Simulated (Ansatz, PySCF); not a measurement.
(Z)-1,2-dibromo-1,2-difluoroethene (C₂Br₂F₂), SMILES Br/C(F)=C(/F)Br. Atoms are numbered in the order given.

```xyz
6

F      0.0000     1.3289     2.0215
C      0.0000     0.6713     0.8686
Br     0.0000     1.7624    -0.6542
C      0.0000    -0.6713     0.8686
F      0.0000    -1.3289     2.0215
Br     0.0000    -1.7624    -0.6542
```
Charge 0, spin multiplicity 1.

Coordinates come from a B3LYP-D3(BJ)/def2-SVP optimisation.

Two levels are set side by side: PBE-D3(BJ)/def2-SVP (Ansatz, a quantum-chemistry and plane-wave program) and B3LYP-D3(BJ)/def2-SVP (Ansatz). Each level has its own optimised geometry; the coordinates shown are those of the second. Frequencies come from the Hessian of PySCF at each geometry. Differences are taken from unrounded values.

```tsv
quantity	B3LYP-D3(BJ)
mean bond length (Å)	1.549
bond F1–C2 (Å)	1.327
bond C2–Br3 (Å)	1.873
bond C2–C4 (Å)	1.343
bond C4–F5 (Å)	1.327
bond C4–Br6 (Å)	1.873
highest harmonic wavenumber (cm⁻¹)	1739
mean harmonic wavenumber (cm⁻¹)	631
zero-point energy (kcal/mol)	10.82
```

Problem. What does PBE-D3(BJ) give, and how far is it from B3LYP-D3(BJ)? (Estimate from the structure and the level; the computed values follow.)

Solution. 
```tsv
quantity	PBE-D3(BJ)	PBE-D3(BJ) minus B3LYP-D3(BJ)
mean bond length (Å)	1.554	0.005
bond F1–C2 (Å)	1.333	0.006
bond C2–Br3 (Å)	1.874	0.001
bond C2–C4 (Å)	1.355	0.013
bond C4–F5 (Å)	1.333	0.006
bond C4–Br6 (Å)	1.874	0.001
highest harmonic wavenumber (cm⁻¹)	1679	-59
mean harmonic wavenumber (cm⁻¹)	611	-20
zero-point energy (kcal/mol)	10.47	-0.34
```

GGA bonds tend to be longer and softer than those of functionals with exact exchange. Differences between two approximate levels are no errors against the true value.
